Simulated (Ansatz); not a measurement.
Isomers of B₅H₈I (singlet), relaxed with B3LYP-D4/def2-SVP; total energies from Ansatz at CAM-B3LYP-D4/def2-TZVP.

```csv
isomer,description,energy (Eh)
A,"nido-B5H9 (I for H, site a on B) (B₅H₈I)",-426.73240
B,"nido-B5H9 (I for H, site b on B) (B5H8I)",-426.73547
```

In the def2 sets I takes a core potential; there is no spin–orbit coupling.

Work out the relative energies (1 Eh = 2625.5 kJ/mol) and the Boltzmann populations at 1200 K from electronic energies alone (R = 8.314 J/mol/K).

ΔE: A 8.1, B 0.0 kJ/mol. RT = 9.98 kJ/mol. Factors exp(−ΔE/RT): A 0.444, B 1; sum 1.444. Populations: A 30.7 %, B 69.3 %. Zero-point energy, vibrational entropy and symmetry numbers are left out and can shift these; an error of 4 kJ/mol changes a ratio by a factor of 1.5. Over the other density-functional and correlated levels in def2 sets, the gap between B and A ranges from 3 to 6 kJ/mol.
